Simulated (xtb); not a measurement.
IK, charge +1, doublet, from a rough starting geometry (GFN-xTB shapes and energies of metal compounds can be far from the true ones) (a state made from the parent by changing its charge; the spin is typed, not shown lowest); GFN2-xTB (xtb).

Here is a job for xtb.
```
$ xtb mol.xyz --gfn 2 --chrg 1 --uhf 1 --opt vtight --json

# file mol.xyz
2

K     -1.05108625    -0.72266171    -0.87598153
I      1.08668821     0.80563673     0.90439204
```

What the program printed (banner, timings and long lists left out):

```
   ID    Z sym.   atoms
    1   19 K      1
    2   53 I      2

           -------------------------------------------------
          |                Calculation Setup                |
           -------------------------------------------------

           -------------------------------------------------
          |                 G F N 2 - x T B                 |
           -------------------------------------------------

          ...................................................
          :                      SETUP                      :
          :.................................................:
          :  # basis functions                  14          :
          :  # atomic orbitals                  13          :
          :  # shells                            5          :
          :  # electrons                         7          :
          :  max. iterations                   250          :
          :  Hamiltonian                  GFN2-xTB          :
          :  restarted?                      false          :
          :  GBSA solvation                  false          :
          :  PC potential                    false          :
          :  electronic temp.          300.0000000     K    :
          :  accuracy                    1.0000000          :
          :  -> integral cutoff          0.2500000E+02      :
          :  -> integral neglect         0.1000000E-07      :
          :  -> SCF convergence          0.1000000E-05 Eh   :
          :  -> wf. convergence          0.1000000E-03 e    :
          :  Broyden damping             0.4000000          :
          :  net charge                          1          :
          :  unpaired electrons                  1          :
          ...................................................

 iter      E             dE          RMSdq      gap      omega  full diag
   1     -2.9055144 -0.290551E+01  0.221E+01    0.56       0.0  T
   2     -3.5769046 -0.671390E+00  0.233E+01   10.44       1.0  T
   3     -3.5856847 -0.878017E-02  0.155E+01    8.62       1.0  T
   4     -3.5999973 -0.143125E-01  0.537E+00    5.53       1.0  T
   5     -3.6047237 -0.472645E-02  0.471E+00    4.49       1.0  T
   6     -3.6060927 -0.136900E-02  0.423E+00    4.20       1.0  T
   7     -3.6085945 -0.250181E-02  0.451E+00    3.46       1.0  T
   8     -3.6091806 -0.586026E-03  0.225E+00    3.14       1.0  T
   9     -3.6084266  0.753978E-03  0.114E+00    3.69       1.0  T
  10     -3.6091251 -0.698487E-03  0.928E-01    3.43       1.0  T
  11     -3.6092270 -0.101973E-03  0.296E-01    3.37       1.0  T
  12     -3.6093145 -0.874807E-04  0.298E-01    3.25       1.0  T
  13     -3.6093054  0.907671E-05  0.791E-02    3.29       1.0  T
  14     -3.6093159 -0.105045E-04  0.231E-02    3.25       3.1  T
  15     -3.6093160 -0.234954E-07  0.657E-03    3.25      10.8  T
  16     -3.6093160 -0.934843E-08  0.253E-03    3.25      27.9  T
  17     -3.6093160 -0.698965E-10  0.676E-04    3.25     104.7  T
  18     -3.6093160 -0.377520E-10  0.636E-05    3.25    1111.4  T

   *** convergence criteria satisfied after 18 iterations ***

         :::::::::::::::::::::::::::::::::::::::::::::::::::::
         ::                     SUMMARY                     ::
         :::::::::::::::::::::::::::::::::::::::::::::::::::::
         :: total energy              -3.605582261408 Eh    ::
         :: gradient norm              0.016840388669 Eh/a0 ::
         :: HOMO-LUMO gap              3.252277147817 eV    ::
         ::.................................................::
         :: SCC energy                -3.609315980954 Eh    ::
         :: -> isotropic ES            0.157188160755 Eh    ::
         :: -> anisotropic ES         -0.000971772429 Eh    ::
         :: -> anisotropic XC          0.000594457658 Eh    ::
         :: -> dispersion             -0.000503665410 Eh    ::
         :: repulsion energy           0.003733719546 Eh    ::
[...]
 * total energy  :    -3.6055823 Eh     change       -0.1675993E-11 Eh
 * total energy  :    -3.6094265 Eh     change       -0.3844224E-02 Eh
 * total energy  :    -3.6094281 Eh     change       -0.1622167E-05 Eh
 * total energy  :    -3.6094295 Eh     change       -0.1356952E-05 Eh
 * total energy  :    -3.6094296 Eh     change       -0.8742355E-07 Eh
   *** GEOMETRY OPTIMIZATION CONVERGED AFTER 5 ITERATIONS ***
[...]
         :: total energy              -3.609429551460 Eh    ::
         :: gradient norm              0.000006615423 Eh/a0 ::
         :: HOMO-LUMO gap              2.662930689448 eV    ::
         ::.................................................::
         :: SCC energy                -3.609644467890 Eh    ::
         :: -> isotropic ES            0.152950914567 Eh    ::
         :: -> anisotropic ES         -0.001267332761 Eh    ::
         :: -> anisotropic XC          0.000508090222 Eh    ::
         :: -> dispersion             -0.000594016260 Eh    ::
         :: repulsion energy           0.000214916430 Eh    ::
         :: add. restraining           0.000000000000 Eh    ::
         :: total charge               1.000000000000 e     ::
         :::::::::::::::::::::::::::::::::::::::::::::::::::::

           -------------------------------------------------
          |                Property Printout                |
           -------------------------------------------------

    * Orbital Energies and Occupations

         #    Occupation            Energy/Eh            Energy/eV
      -------------------------------------------------------------
         1        2.0000           -0.9367835             -25.4912
         2        1.9355           -0.6197552             -16.8644
         3        1.5322           -0.6173365             -16.7986
         4        1.5322           -0.6173365             -16.7986 (HOMO)
         5                         -0.5194756             -14.1356 (LUMO)
         6                         -0.2867586              -7.8031
         7                         -0.2867586              -7.8031
         8                         -0.1992707              -5.4224
         9                         -0.1992707              -5.4224
        10                         -0.1942723              -5.2864
        11                         -0.1942723              -5.2864
        12                         -0.1934733              -5.2647
        13                         -0.1307710              -3.5585
      -------------------------------------------------------------
                  HL-Gap            0.0978609 Eh            2.6629 eV
             Fermi-level           -0.5928099 Eh          -16.1312 eV

     #   Z          covCN         q      C6AA      α(0)
     1  19 K        0.623     0.844   341.654    73.175
     2  53 I        0.623     0.156   358.042    32.674

 Mol. C6AA /au·bohr⁶  :       1245.649496
 Mol. C8AA /au·bohr⁸  :     170415.522731
 Mol. α(0) /au        :        105.849161

Wiberg/Mayer (AO) data.
largest (>0.10) Wiberg bond orders for each atom

 ---------------------------------------------------------------------------
     #   Z sym  total        # sym  WBO       # sym  WBO       # sym  WBO
 ---------------------------------------------------------------------------
     1  19 K    0.277 --     2 I    0.277
     2  53 I    0.277 --     1 K    0.277
 ---------------------------------------------------------------------------

molecular dipole:
                 x           y           z       tot (Debye)
 q only:       -1.589      -1.082      -1.325
   full:       -1.656      -1.129      -1.380       6.185
molecular quadrupole (traceless):
                xx          xy          yy          xz          yz          zz
 q only:        2.229       5.723      -1.954       6.821       4.768      -0.275
  q+dip:        2.568       6.626      -2.244       7.879       5.520      -0.325
   full:        2.480       6.386      -2.169       7.600       5.321      -0.311

optimized geometry written to: xtbopt.xyz

           -------------------------------------------------
          | TOTAL ENERGY               -3.609429551460 Eh   |
          | GRADIENT NORM               0.000006615423 Eh/α |
          | HOMO-LUMO GAP               2.662930689448 eV   |
           -------------------------------------------------

normal termination of xtb
```
